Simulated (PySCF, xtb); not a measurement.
Al(All)(Cl)(OH) (C3H6AlClO), SMILES [OH][Al]([CH2]C=C)[Cl].

GFN2-xTB (xtb 6.7.1) at its own geometry gives an orbital gap of 3.51 eV and a dipole moment of 2.45 D.

Coordinates come from a B3LYP-D3(BJ)/def2-SVP optimisation. Other conformers were not sampled.

Question: What does PBE/def2-TZVP (PySCF) give? (Estimate from the structure and the level; the computed values follow.)

Answer: gap 4.41 eV (levels -5.93 and -1.52 eV), dipole 0.68 D.
